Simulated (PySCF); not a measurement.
**A small calculation by hand: oscillator strength and radiative lifetime**

C2H6N2Si, SMILES C#C[SiH](N)N.

Geometry optimised at PBE-D3(BJ)/def2-SVP. The structure was generated by enumeration, and PubChem lists no compound with its InChIKey, so it may never have been made. One conformer was computed; it need not be the lowest.

TDDFT-LC-ωPBE/def2-SVPD (PySCF) puts the first singlet state with f over 0.02 at 7.19 eV (vertical), with the transition dipole (-0.077, -0.080, -0.355) in atomic units.

Question: Find the oscillator strength, the wavelength and the radiative lifetime that this transition would have in vacuum if emission retraced absorption.

Answer: 
|μ|² = 0.1384 au, so |μ| = 0.95 D. ΔE = 7.19/27.211 = 0.2642 hartree. f = (2/3) ΔE |μ|² = 0.024 (the program prints 0.024).
λ = 1239.84/7.19 = 172 nm; ν = 57991 cm⁻¹.
Einstein's coefficient A = 0.6670 ν² f s⁻¹ (ν in cm⁻¹) = 5.5e7 s⁻¹, so τ = 1/A = 18 ns. This state is S4; the lower singlets have f = 0.000, 0.002, 0.001. The figure is the radiative limit of this one transition; relaxation, internal conversion, crossing to triplets and a medium change what is measured.
